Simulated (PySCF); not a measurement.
Gas-phase reaction: 3 H2 + 3 InI → InI3 + 2 InH3

Energies from PySCF, thermal terms from the rigid-rotor harmonic-oscillator model, ideal gas at 1 bar. † marks an energy on the PBE0/def2-TZVP geometry and frequencies. MP2 and CCSD(T) freeze the core. All species are closed-shell singlets. I, In: scalar-relativistic def2 core potential, no spin-orbit coupling. InH3: computed as isolated molecules; such fragments, hydroxides, amides, oligomers or adducts are transient or little studied in the gas. MP2 isn't extrapolated to the basis-set limit; its ΔH°(298 K) is 178.1 kJ in def2-SVP and 241.6 kJ in def2-TZVPP. CCSD(T) isn't extrapolated to the basis-set limit; its ΔH°(298 K) is 199.9 kJ in def2-SVP and 206.4 kJ in def2-TZVPP. The harmonic model lacks anharmonicity and excited electronic states, which grow with temperature; levels with a mode under 35 cm⁻¹ are left out. Soft modes under 120 cm⁻¹ make the harmonic entropy rough for InI3.

```json
[
 {"level": "BLYP/def2-TZVP†", "ΔE electronic, kJ": "342", "ΔH°(298 K), kJ": "338", "ΔS°(298 K), J/K": "-337", "ΔG°(1400 K), kJ": "811"},
 {"level": "CCSD(T)/def2-SVP†", "ΔE electronic, kJ": "204", "ΔH°(298 K), kJ": "200", "ΔS°(298 K), J/K": "-337", "ΔG°(1400 K), kJ": "673"},
 {"level": "M06-2X/def2-TZVP†", "ΔE electronic, kJ": "253", "ΔH°(298 K), kJ": "249", "ΔS°(298 K), J/K": "-337", "ΔG°(1400 K), kJ": "723"},
 {"level": "MP2/def2-SVP†", "ΔE electronic, kJ": "182", "ΔH°(298 K), kJ": "178", "ΔS°(298 K), J/K": "-337", "ΔG°(1400 K), kJ": "651"},
 {"level": "PBE0/def2-QZVP†", "ΔE electronic, kJ": "213", "ΔH°(298 K), kJ": "209", "ΔS°(298 K), J/K": "-337", "ΔG°(1400 K), kJ": "682"}
]
```
ΔH° is lowest at MP2/def2-SVP† and highest at BLYP/def2-TZVP†. No reference value is set beside these.
